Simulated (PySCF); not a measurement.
## Spin states of AuI

Unrestricted PBE0; basis Au cc-pVDZ-PP with ECP60, I cc-pVDZ-PP with ECP28; scalar-relativistic core potentials; PySCF 2.14. Outer shells of the fragments: Au 5d10 6s1; I 4d10 5s2 5p5.

Followed along the bond (rough minima from three points):

```csv
2Ms+1,unpaired,⟨S²⟩ at the start,R at minimum (Å),Te (eV)
1,none,0.00,2.54,0.00
3,"σ ↑, π ↑",2.01,none in the scan,≤ 1.94
```

Solutions found at the starting distance of 2.535 Å, counted from the lowest of them; the search is not exhaustive and high or unbound solutions are not listed, so other states can lie among these:

| 2Ms+1 | unpaired | term | E (eV) | ⟨S²⟩ | ⟨Lz²⟩ | μ (D) |
| --- | --- | --- | --- | --- | --- | --- |
| 1 | none | ¹Σ⁺ | 0.00 | 0.00 | 0.00 | -2.85 |
| 3 | σ ↑, π ↑ | ³Π | 2.00 | 2.01 | 1.00 | 1.92 |
| 1 | σ ↑, π ↓ | mixed | 2.16 | 1.01 | 1.01 | 2.09 |
| 3 | σ ↑↑ | ³Σ⁺ | 2.50 | 2.01 | 0.00 | -0.63 |
| 3 | σ ↑, δ ↑ | ³Δ | 3.64 | 2.01 | 4.00 | -1.63 |
| 1 | σ ↑, δ ↓ | mixed | 3.73 | 1.01 | 4.00 | -1.40 |
| 3 | π ↑↑ | ³Σ⁻ | 5.38 | 2.01 | 0.00 | 4.63 |
| 3 | π ↑↑ | mixed | 5.72 | 2.01 | 2.01 | 2.69 |
| 3 | π ↑↑ | mixed | 5.88 | 2.01 | 2.01 | 2.82 |
| 3 | π ↑, δ ↑ | mixed | 6.06 | 2.00 | 5.01 | 2.88 |
| 5 | σ ↑↑, π ↑↑ | mixed | 7.96 | 6.00 | 2.15 | 4.81 |
| 5 | σ ↑↑, π ↑↑ | mixed | 8.06 | 6.01 | 2.41 | 4.74 |
| 5 | σ ↑, π ↑↑↑ | ⁵Π | 8.30 | 6.01 | 1.08 | 5.87 |

A term symbol is given only where ⟨S²⟩ and ⟨Lz²⟩ are close to those of a pure state; real π, δ and φ orbitals otherwise mix terms. A positive dipole means Au(−)I(+).

Spin–orbit coupling is left out. Counting both spins, an empty level lies below a filled one in some of these solutions, because spin and occupation are held.
